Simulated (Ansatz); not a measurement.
Computed with Ansatz on PBE0-D4/def2-TZVP structures; ΔE is electronic, products minus reactants. CCSD(T)/CBS adds triple-zeta CCSD(T) − MP2 to the extrapolated MP2 energy (def2 sets, frozen cores). DFT in def2-TZVPP. For Zn outer-core shells are correlated without core-valence functions, which leaves a few kJ/mol of doubt a bond. Scalar relativity is left out up to krypton. Each species was taken in one conformer, which may not be the lowest.

`C[SiH2][S][Zn][F]` + `CC=N` → `C[SiH2]C=N` + `C[S][Zn][F]`  (formal exchange of groups at the Si–S bond)

```tsv
species	ωB97M-V energy (Eh)
`C[SiH2][S][Zn][F]`	-2608.03800
`CC=N`	-133.93857
`C[SiH2]C=N`	-424.61821
`C[S][Zn][F]`	-2317.31012
```

Q: Work out ΔE.

A: ΔE = (-424.61821) + (-2317.31012) − (-2608.03800) − (-133.93857) = 0.04824 Eh = +30.3 kcal/mol. CCSD(T)/CBS gives +30.5 kcal/mol.

Largest T1 diagnostic among the species: 0.015.

The D4 term adds +0.8 kcal/mol with B3LYP and +0.5 kcal/mol with PBE0; it sums over pairs of atoms, weighted by their polarisabilities, and B3LYP, whose exchange is more repulsive, gets the larger term. Leaving LDA and LC-ωPBE aside and taking each functional with its dispersion term where it has one, the values, not all of them listed here, spread over 4.3 kcal/mol, from BLYP-D4 to r2SCAN0-D4. LDA lies +2.0 kcal/mol from PBE without D4. From BLYP to BHLYP (50 % exact exchange), in def2-TZVPP and without D4, ΔE moves by +3.5 kcal/mol.

B3LYP here is the variant with VWN-RPA as its local correlation; programs differ in this.
